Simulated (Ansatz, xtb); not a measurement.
# Two isomers of C2H8Ge2

Structure I is `[CH3]/[GeH]=[GeH]/[CH3]`, a singlet and structure II is `[CH3][Ge][GeH2][CH3]`, a singlet. Both are isolated molecules in the gas phase, relaxed with r2SCAN-D4/def2-SVP; the shapes shown needn't be the lowest conformers.

I (Å):

```xyz
12

C     1.4877   -3.1160    0.8264
C    -0.0637    1.9586   -0.2581
Ge    1.5437   -1.3200    0.0318
Ge   -0.1193    0.1626    0.5367
H     1.0799   -3.0735    1.8461
H     2.5085   -3.5260    0.8724
H     0.8705   -3.7913    0.2149
H     1.8394   -1.4554   -1.4830
H    -0.4153    0.2979    2.0514
H    -1.0846    2.3680   -0.3049
H     0.5527    2.6343    0.3536
H     0.3448    1.9160   -1.2775
```

II (Å):

```xyz
12

C    -2.9381    0.9963    1.2654
C     0.2714   -0.7179    1.1705
Ge   -2.6368    0.9006   -0.7097
Ge   -0.2436    0.2253   -0.4817
H    -2.8775   -0.0308    1.6733
H    -2.1531    1.5751    1.7830
H    -3.9238    1.4144    1.5182
H     0.5332    1.5724   -0.5068
H     0.2949   -0.5744   -1.6903
H    -0.0362   -0.1435    2.0569
H    -0.2064   -1.7082    1.2144
H     1.3624   -0.8569    1.2056
```

Q: Estimate E(II) − E(I) at the level CCSD(T)/def2-SVP + ΔMP2/def2-TZVPP.

A: Calculated at CCSD(T)/def2-SVP + ΔMP2/def2-TZVPP: E(II) − E(I) = +11.3 kJ/mol, so structure I lies lower.

How the difference moves with the method:

```csv
level,geometry,E(II) − E(I) (kJ/mol),departure from the last row (kJ/mol),"job, with rough time for the two"
GFN2-xTB,GFN2-xTB,−4.7,−16.0,"optimisation, 0.28 s"
HF/STO-3G,GFN2-xTB,−136.6,−147.9,"single point, 0.48 s"
r2SCAN-D4/def2-SVP//GFN2-xTB,GFN2-xTB,−19.5,−30.8,"single point, 2.8 s"
r2SCAN-D4/def2-SVP,r2SCAN-D4/def2-SVP,+13.4,+2.1,"optimisation, 76 s"
HF/def2-SVP,r2SCAN-D4/def2-SVP,−28.1,−39.4,part of the CCSD(T) run
MP2/def2-SVP,r2SCAN-D4/def2-SVP,+11.7,+0.4,part of the CCSD(T) run
CCSD(T)/def2-SVP,r2SCAN-D4/def2-SVP,+10.8,−0.5,single point
CCSD(T)/def2-SVP + ΔMP2/def2-TZVPP,r2SCAN-D4/def2-SVP,+11.3,,"single point, 34 s"
```

As drawn, II has 1 Ge–Ge in place of 1 Ge=Ge.

GFN2-xTB, HF/STO-3G, r2SCAN-D4/def2-SVP//GFN2-xTB, HF/def2-SVP put the two in the other order. The largest departure from CCSD(T)/def2-SVP + ΔMP2/def2-TZVPP is that of HF/STO-3G, 147.9 kJ/mol. The last row adds to CCSD(T) the change of the MP2 difference between the two basis sets, here +0.5 kJ/mol.

With harmonic frequencies from r2SCAN-D4/def2-SVP (ideal gas, rigid rotor, one conformer each, 298.15 K, 1 atm): on the last row, ΔE + ΔZPE = +9.4 kJ/mol. A mode under 50 cm⁻¹ makes harmonic enthalpies and free energies unreliable, so none is given.

The correlated steps freeze 20 core orbitals; the filled d shell of Ge is correlated, in a basis made for valence electrons. Run with Ansatz 0.2.0, xtb 6.7.1; the last row on 2 threads of Intel(R) Xeon(R) 6975P-C (Granite Rapids) on a shared host.
